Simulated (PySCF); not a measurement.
H3O, SMILES [OH3+], charge +1. Atoms are numbered in the order given.

```xyz
4

O      0.0000     0.0000     0.0757
H      0.8132     0.4695    -0.2018
H      0.0000    -0.9390    -0.2018
H     -0.8132     0.4695    -0.2018
```
Charge +1, spin multiplicity 1.

The structure is a stationary point at PBE0-D3(BJ)/def2-TZVPD. The isomer is the one that the SMILES or the coordinates give; other isomers of the formula were not compared.

Computed with M06-2X/def2-TZVPD in PySCF.

Symmetry labels are those of the subgroup Cs that the program uses (full group C3v).

List the valence orbital energies around the gap with their symmetry. (An estimate is asked for; the answer gives what the named calculation found.)


```
orbital  symmetry  energy (eV)
-------  --------  -----------
HOMO−4         A'      -545.79
HOMO−3         A'       -42.87
HOMO−2         A'       -27.71
HOMO−1         A"       -27.71
HOMO           A'       -22.72
LUMO           A'        -6.57
LUMO+1         A'        -4.21
LUMO+2         A"        -4.21
LUMO+3         A'        -3.12
```
